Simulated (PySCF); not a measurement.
# Computed vibrations of Yb(NO3)3

Yb(NO3)3 (singlet in the valence; each metal's 4f electrons, 13 of them, lie in its core potential, out of spins and levels). PySCF 2.14.0, RKS PBE, Yb lcecp-1-SVP with ECP59, O def2-SVP, N def2-SVP; non-relativistic Hamiltonian with scalar-relativistic core potentials where named; density fitting; no spin-orbit coupling. Central differences of gradients.

```xyz
13

Yb    0.0000    0.0000    0.0000
O     2.0055    0.0000    1.0909
O     2.0055    0.0000   -1.0909
N     2.7249    0.0000    0.0000
O     3.9213    0.0000    0.0000
O    -1.0027    1.7368    1.0909
O    -1.0027    1.7368   -1.0909
N    -1.3624    2.3598    0.0000
O    -1.9606    3.3959    0.0000
O    -1.0027   -1.7368    1.0909
O    -1.0027   -1.7368   -1.0909
N    -1.3624   -2.3598    0.0000
O    -1.9607   -3.3959    0.0000
```

Run from Python with OMP_NUM_THREADS=4. Where DIIS fails, smearing, a level shift and second-order steps follow.
It took 2.1 min on 4 threads of Intel(R) Xeon(R) 6975P-C (Granite Rapids) (shared host).

(1) What are the harmonic wavenumbers and infrared intensities?

(2) Is this a minimum?

An lcecp potential fixes the number of 4f electrons, so in runs with it no electron can move into or out of that shell.

Answers

(1) Modes are labelled in D3h; negative numbers are unstable modes, those under 60 cm⁻¹ near the noise; a finer grid moves soft modes by up to 10 cm⁻¹.
```json
{"cm⁻¹": "-78", "km/mol": "–", "symmetry": "a1''"}
{"cm⁻¹": "-52", "km/mol": "–", "symmetry": "e''"}
{"cm⁻¹": "-52", "km/mol": "–", "symmetry": "e''"}
{"cm⁻¹": "32", "km/mol": "6.1", "symmetry": "a2''"}
{"cm⁻¹": "40", "km/mol": "1.5", "symmetry": "e'"}
{"cm⁻¹": "40", "km/mol": "1.5", "symmetry": "e'"}
{"cm⁻¹": "106", "km/mol": "0.0", "symmetry": "a2'"}
{"cm⁻¹": "146", "km/mol": "1.1", "symmetry": "e'"}
{"cm⁻¹": "146", "km/mol": "1.1", "symmetry": "e'"}
{"cm⁻¹": "236", "km/mol": "0.1", "symmetry": "a2''"}
{"cm⁻¹": "250", "km/mol": "0.0", "symmetry": "e''"}
{"cm⁻¹": "250", "km/mol": "0.0", "symmetry": "e''"}
{"cm⁻¹": "254", "km/mol": "0.0", "symmetry": "a1'"}
{"cm⁻¹": "292", "km/mol": "87.7", "symmetry": "e'"}
{"cm⁻¹": "292", "km/mol": "87.7", "symmetry": "e'"}
{"cm⁻¹": "689", "km/mol": "4.1", "symmetry": "a2''"}
{"cm⁻¹": "690", "km/mol": "0.0", "symmetry": "e''"}
{"cm⁻¹": "690", "km/mol": "0.0", "symmetry": "e''"}
{"cm⁻¹": "749", "km/mol": "66.8", "symmetry": "e'"}
{"cm⁻¹": "749", "km/mol": "66.8", "symmetry": "e'"}
{"cm⁻¹": "760", "km/mol": "0.0", "symmetry": "a1'"}
{"cm⁻¹": "783", "km/mol": "0.0", "symmetry": "a2'"}
{"cm⁻¹": "785", "km/mol": "18.6", "symmetry": "e'"}
{"cm⁻¹": "785", "km/mol": "18.6", "symmetry": "e'"}
{"cm⁻¹": "1001", "km/mol": "124.0", "symmetry": "e'"}
{"cm⁻¹": "1001", "km/mol": "124.0", "symmetry": "e'"}
{"cm⁻¹": "1006", "km/mol": "0.0", "symmetry": "a1'"}
{"cm⁻¹": "1179", "km/mol": "0.0", "symmetry": "e''"}
{"cm⁻¹": "1179", "km/mol": "0.0", "symmetry": "e''"}
{"cm⁻¹": "1204", "km/mol": "777.7", "symmetry": "a2''"}
{"cm⁻¹": "1689", "km/mol": "798.9", "symmetry": "e'"}
{"cm⁻¹": "1689", "km/mol": "798.9", "symmetry": "e'"}
{"cm⁻¹": "1707", "km/mol": "0.0", "symmetry": "a1'"}
```

(2) No: 3 unstable; the lowest moves the atoms so:
```
Yb   0.00  0.00  0.00
O    0.00  0.41  0.00
O    0.00 -0.41  0.00
N    0.00  0.00  0.00
O    0.00  0.00  0.00
O   -0.35 -0.20  0.00
O    0.35  0.20  0.00
N    0.00  0.00  0.00
O    0.00  0.00  0.00
O    0.35 -0.20  0.00
O   -0.35  0.20  0.00
N    0.00  0.00  0.00
O    0.00  0.00  0.00
```
